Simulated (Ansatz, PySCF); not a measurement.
System: sum formula AlOF, net charge 0, singlet state. 
Geometry from a B3LYP-D3(BJ)/def2-TZVP (Ansatz, a program for electronic structure) optimisation:
SMILES: [O]=[Al][F]
```xyz
3

Al     0.0000     0.0000    -0.0650
O      0.0000     0.0000    -1.6623
F      0.0000     0.0000     1.5714
```

Property: atomisation energy (electronic, to ground-state atoms), in kJ/mol. Correlated levels leave the core frozen unless marked. Open shells are spin-unrestricted. No spin-orbit coupling. No relativistic terms. FCI takes restricted orbitals. The coupled-cluster limit lacks core correlation, which all-electron functionals hold. Basis-set limits of correlation are two-point, X^-3; Hartree-Fock from the larger set.

```json
[
 {"level": "BP86-D4/def2-TZVPD", "program": "PySCF + dftd4", "atomisation energy (kJ/mol)": "1126.9"},
 {"level": "TPSS-D3(BJ)/def2-TZVPD", "program": "PySCF + dftd3", "atomisation energy (kJ/mol)": "1082.9"},
 {"level": "LC-wPBE-D4/def2-TZVPD", "program": "Ansatz + dftd4", "atomisation energy (kJ/mol)": "1079.8"},
 {"level": "B2PLYP-D4/def2-TZVPD", "program": "Ansatz + dftd4", "atomisation energy (kJ/mol)": "1092.2"},
 {"level": "RI-MP2/aug-cc-pV(T+d)Z", "program": "Ansatz", "atomisation energy (kJ/mol)": "1172.9"},
 {"level": "RI-MP2/cc-pV(T+d)Z", "program": "Ansatz", "atomisation energy (kJ/mol)": "1154.5"},
 {"level": "RI-MP2/CBS(aug-cc-pV(T+d)Z,aug-cc-pV(Q+d)Z)", "program": "Ansatz", "atomisation energy (kJ/mol)": "1211.5"}
]
```

**Question.** What does CCSD(T)/CBS(aug-cc-pV(T+d)Z,aug-cc-pV(Q+d)Z) (Ansatz) give?

**Answer.** 1108.3 kJ/mol, so RI-MP2/CBS(aug-cc-pV(T+d)Z,aug-cc-pV(Q+d)Z) differs from it by 103.2 kJ/mol.
